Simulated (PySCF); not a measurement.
Isomers of C7H9N, mass 107.073 u with the commonest isotopes. Theory: PBE0-D3(BJ)/def2-SVP geometry optimisation, gas phase (PySCF). One conformer each, none proved a minimum here; rigid rotors.

Problem. Order these by rotational constant B, largest first.
A. `[H]/[N:1]=[CH:2]\[CH:3]1[CH:4]=[CH:5][CH2:6][CH:7]=[CH:8]1` with N1–C2–C3–C4 -13°
B. `[CH3:1][C:2]1=[CH:3][CH2:4][C@H:5]([C:6]#[N:7])[CH2:8]1` with C2–C3–C4–C5 -16°, C3–C4–C5–C6 150°, C4–C5–C8–C2 -24°, C1–C2–C8–C5 -167°
C. `[CH3:1][CH2:2][c:3]1[cH:4][cH:5][cH:6][cH:7][n:8]1` with C1–C2–C3–C4 -119°

Solution. A (1735 MHz), C (1535 MHz), B (1256 MHz).

Problem. Order these by radius of gyration √(Σ m r²/M), smallest first.
A. `[CH3:1][CH2:2][c:3]1[cH:4][cH:5][cH:6][cH:7][n:8]1` with C1–C2–C3–C4 -119°
B. `[CH3:1][NH:2][c:3]1[cH:4][cH:5][cH:6][cH:7][cH:8]1` with C1–N2–C3–C4 -9° (N-methylaniline)
C. `[H]/[N:1]=[CH:2]\[CH:3]1[CH:4]=[CH:5][CH2:6][CH:7]=[CH:8]1` with N1–C2–C3–C4 -13°
D. `[CH3:1][C:2]1=[CH:3][CH2:4][C@H:5]([C:6]#[N:7])[CH2:8]1` with C2–C3–C4–C5 -16°, C3–C4–C5–C6 150°, C4–C5–C8–C2 -24°, C1–C2–C8–C5 -167°

Solution. C (1.915 Å), A (1.982 Å), B (2.008 Å), D (2.133 Å).

Problem. Order these by rotational constant A, largest first.
A. `[CH3:1][NH:2][c:3]1[cH:4][cH:5][cH:6][cH:7][cH:8]1` with C1–N2–C3–C4 -9° (N-methylaniline)
B. `[H]/[N:1]=[CH:2]\[CH:3]1[CH:4]=[CH:5][CH2:6][CH:7]=[CH:8]1` with N1–C2–C3–C4 -13°
C. `[CH3:1][CH2:2][c:3]1[cH:4][cH:5][cH:6][cH:7][n:8]1` with C1–C2–C3–C4 -119°
D. `[CH3:1][C:2]1=[CH:3][CH2:4][C@H:5]([C:6]#[N:7])[CH2:8]1` with C2–C3–C4–C5 -16°, C3–C4–C5–C6 150°, C4–C5–C8–C2 -24°, C1–C2–C8–C5 -167°

Solution. D (5221 MHz), A (4997 MHz), C (4746 MHz), B (3672 MHz).

```tsv
SMILES	point group	Ia (u·Å²)	Ib (u·Å²)	Ic (u·Å²)	κ	μa (D)	μb (D)	μc (D)
CC1=CC[C@H](C#N)C1	C1	96.80	402.33	474.97	-0.91	4.12	0.58	0.91
CCc1ccccn1	C1	106.48	329.30	405.49	-0.84	0.91	1.44	0.26
[H]/N=C\C1C=CCC=C1	C1	137.62	291.24	356.44	-0.72	2.41	0.04	1.04
CNc1ccccc1	near Cs	101.14	332.37	429.86	-0.82	1.95	0.55	0.39
```
